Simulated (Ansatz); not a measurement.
```yaml
crystal:
  periodic: [false, false, false]
  atoms:
    - {symbol: Sn, position_ang: [-0.107744, -1.442813, -1.012687]}
    - {symbol: Se, position_ang: [2.044023, -0.380432, 0.013743]}
    - {symbol: Se, position_ang: [-1.111166, 1.039761, -0.348837]}
    - {symbol: Se, position_ang: [-1.803350, -0.774096, 0.829570]}
    - {symbol: Se, position_ang: [0.978236, 1.557589, 0.518221]}
basis:
  gaussian: {orbitals: x2c-TZVPPall}
hamiltonian: {xc: {name: SVWN5}}
scf: {omitted_lower_state_checks: [starts]}
```

```sh
$ ansatz run in.yaml --threads 4 --pin off --events-out ev --progress --plain --max-ram 4787MiB
```

Output, abridged:

```
Functional definition: SVWN5
2084 factors; their error is unknown
mean field evaluation 1: about -432010.3404 eV, gradient 3.2e1 eV
mean field evaluation 2: about -432002.3062 eV, gradient 5.6e1 eV
mean field evaluation 4: about -432011.8464 eV, gradient 6.3e0 eV
mean field evaluation 8: about -432011.9492 eV, gradient 3.4e-1 eV
mean field evaluation 16: about -432011.8773 eV, gradient 1.4e-4 eV
mean field -432011.87734978 eV, -15876.1436644366 hartree, gradient 6.3e-5 eV, S^2 0.000000; 0 other end points of the search recorded, 0 dependent functions left out
reference -432011.87738146 eV, -15876.1436656010 hartree; 93, 93 occupied and 159, 159 virtual orbitals, 2084 factors
Total energy: -432011.87738146 eV, -15876.1436656010 hartree
Relativity: scalar
Checks for a lower state left out: starts
```

Run time 3.1 s (4 threads of Arm Neoverse V2 on a shared host), peak host memory 0.56 GiB.

DK, ANO-RCC and x2c sets are all-electron and run with scalar relativity unless a key says otherwise.
